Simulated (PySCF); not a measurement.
**Dipole response of Li (lithium, neutral)**

[He] 2s1, 2S determinant. Calculation: PySCF 2.14, in aug-cc-pCVQZ-DK; scalar relativity by spin-free X2C-1e. Coupled (time-dependent) response in atomic units; α is the mean over directions.

| method | mean α (bohr³) | C₆ (like pair) | S(−4) |
| --- | --- | --- | --- |
| UHF | 169.9 | 1476 | 37210 |
| PBE | 142.0 | 1127 | 26150 |
| PBE0 | 146.7 | 1183 | 27890 |
| PBEsol | 143.8 | 1151 | 26660 |
| wB97X-V | 159.7 | 1341 | 33160 |

S(−4) is the Cauchy moment in α(ω) = α(0) + S(−4) ω² + …

Reference α: 164.1 bohr³ (recommended; Schwerdtfeger and Nagle, table of static dipole polarizabilities (2023 update)). Published C₆: 1392 (Chu and Dalgarno (2004); Tang, Norbeck and Certain (1976)).

α(iu) at PBE0:

```json
{"u (hartree)": "0", "α(iu) (bohr³)": "146.7"}
{"u (hartree)": "0.0500", "α(iu) (bohr³)": "99.62"}
{"u (hartree)": "0.100", "α(iu) (bohr³)": "51.23"}
{"u (hartree)": "0.200", "α(iu) (bohr³)": "17.97"}
{"u (hartree)": "0.300", "α(iu) (bohr³)": "8.916"}
{"u (hartree)": "0.500", "α(iu) (bohr³)": "3.602"}
{"u (hartree)": "0.750", "α(iu) (bohr³)": "1.775"}
{"u (hartree)": "1.00", "α(iu) (bohr³)": "1.095"}
{"u (hartree)": "1.50", "α(iu) (bohr³)": "0.5730"}
{"u (hartree)": "2.00", "α(iu) (bohr³)": "0.3693"}
{"u (hartree)": "3.00", "α(iu) (bohr³)": "0.1997"}
{"u (hartree)": "5.00", "α(iu) (bohr³)": "0.08850"}
```

A single London oscillator, α(iu) = α/(1 + u²/ω²), gives C₆ = (3/4) ω α². Matching the computed C₆ needs ω = 4 × 1183 / (3 × 146.7²) = 0.0733 hartree.
